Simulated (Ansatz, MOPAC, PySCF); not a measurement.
Species: H₆BN₂O, net charge 1, singlet state. SMILES: [NH3+]B(O)N
Geometry: optimised at B3LYP-D3(BJ)/def2-TZVP (Ansatz, a first-principles code).

Unscaled harmonic wavenumbers (cm⁻¹) in rising order, each level at the stationary point that it reaches from this structure (no distance between atoms moves by over 0.3 Å); the order of modes can differ between levels, and a negative number is imaginary. B3LYP-D3(BJ)/def2-TZVP (PySCF, at the structure above): 39, 352, 421, 442, 481, 565, 609, 716, 871, 940, 957, 965, 1274, 1452, 1559, 1641, 1654, 1682, 3398, 3474, 3477, 3578, 3657, 3825.

PM6 (MOPAC): 80, 322, 363, 373, 407, 464, 573, 639, 806, 912, 955, 956, 1278, 1478, 1525, 1547, 1553, 1595, 2357, 2666, 2694, 2741, 2777, 2805. Zero-point energy 45.6 against 54.4 kcal/mol; where all levels lie over 400 cm⁻¹, the wavenumbers are on average 0.885 times those of B3LYP-D3(BJ)/def2-TZVP.

PM7 (MOPAC): 62, 312, 353, 374, 426, 505, 680, 751, 831, 919, 962, 994, 1219, 1431, 1523, 1589, 1592, 1640, 2613, 2650, 2679, 2722, 2729, 2782. Zero-point energy 46.2 against 54.4 kcal/mol; where all levels lie over 400 cm⁻¹, the wavenumbers are on average 0.914 times those of B3LYP-D3(BJ)/def2-TZVP.

B3LYP/6-31G* (Ansatz): 40, 347, 419, 426, 477, 555, 600, 708, 863, 940, 959, 977, 1276, 1487, 1578, 1675, 1692, 1712, 3402, 3492, 3496, 3586, 3665, 3791. Zero-point energy 54.6 against 54.4 kcal/mol; where all levels lie over 400 cm⁻¹, the wavenumbers are on average 1.003 times those of B3LYP-D3(BJ)/def2-TZVP.
